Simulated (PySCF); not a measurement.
# Functional benchmark on one molecule

Molecule: `COC(=O)C(C)C`, C$_{5}$H$_{10}$O$_{2}$.

Mapped SMILES: `[CH3:1][O:2][C:3](=[O:4])[CH:5]([CH3:6])[CH3:7]` (H(Xn): hydrogen on atom n).

Geometry PBE0-D3(BJ)/def2-SVP throughout; GIAO in PySCF 2.14.0 with density-fitted response routines, gas phase, one conformer, non-relativistic; equivalent atoms averaged; basis pcSseg-1.

Reference values (measured; solution, not stated per compound (mostly CDCl3 or CCl4); Pretsch, Buehlmann, Badertscher, Structure Determination of Organic Compounds, 4th ed. (2009)): δ(C5) = 34.1 ppm, δ(C6/C7) = 19.1 ppm, δ(H(C5)) = 2.56 ppm, δ(H(C6)/H(C7)) = 1.17 ppm. Computed shifts are taken against TMS, calculated as an isolated molecule at each level.

**Question.** How do the functionals HF, KT3, B3LYP, PBE0, WP04, B97-2, BHandHLYP, wB97X-D perform against the reference? Times are CPU seconds on shared hosts with different chips, so compare them loosely.

**Answer.** 
```csv
functional,kind,C5,C6/C7,H(C5),H(C6)/H(C7),mean abs. error C,mean abs. error H,core-s
HF,Hartree–Fock,31.1,18.7,1.87,1.18,1.7,0.35,15
KT3,GGA,36.0,20.9,2.32,1.12,1.8,0.15,32
B3LYP,global hybrid,36.8,21.0,2.22,1.13,2.3,0.19,19
PBE0,global hybrid,35.2,20.2,2.21,1.12,1.1,0.20,33
WP04,global hybrid,38.8,21.4,2.20,1.15,3.5,0.19,19
B97-2,global hybrid,35.2,20.5,2.21,1.13,1.2,0.20,18
BHandHLYP,global hybrid,34.7,20.0,2.08,1.15,0.8,0.25,18
wB97X-D,range-separated hybrid,35.1,20.3,2.13,1.12,1.1,0.24,25
```

For ¹³C the closest is BHandHLYP (0.8 ppm) and the furthest WP04 (3.5 ppm).

For ¹H the closest is KT3 (0.15 ppm) and the furthest HF (0.35 ppm). One molecule is a small sample, and vibrational and solvent effects are absent from the calculation.
